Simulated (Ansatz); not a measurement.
CH6B2FN, relaxed with RKS PBE0-D4/def2-TZVP in the Gaussian-basis code of Ansatz from a PBE-D4/def2-SVP geometry. The force threshold is 0.005 eV/Å; the program also tests the step.

Charge 0, multiplicity 1. The bonds changed during the relaxation, so this is another structure than the one it started from.

Start:

```xyz
11

B     0.226   -0.105   -1.464
B    -0.763    0.665   -0.353
C     0.011    0.486    0.935
N     0.363   -0.647    1.567
F    -1.666    1.646   -0.631
H     1.011   -0.985   -1.172
H     0.123    0.311   -2.604
H    -1.008   -0.531   -0.991
H     0.465    1.397    1.373
H     0.028   -1.542    1.203
H     1.211   -0.696    2.137
```

How much energy does the relaxation release, and in how many steps? (Best estimate.)

Computed: 4.75 kJ/mol, in 10 steps.

Which bonds change most? (Best estimate.)

Computed: B2–H8 from 1.378 to 1.346 Å; B1–H6 from 1.215 to 1.193 Å; B1–H7 from 1.218 to 1.198 Å; B2–C3 from 1.514 to 1.494 Å.

Give the relaxed structure. (Best estimate.)

Ansatz gave: 
```xyz
11

B     0.233   -0.099   -1.424
B    -0.781    0.648   -0.344
C     0.010    0.473    0.911
N     0.368   -0.645    1.542
F    -1.659    1.633   -0.628
H     0.976   -0.985   -1.132
H     0.161    0.317   -2.545
H    -1.014   -0.508   -0.993
H     0.456    1.374    1.332
H     0.031   -1.530    1.200
H     1.218   -0.680    2.080
```
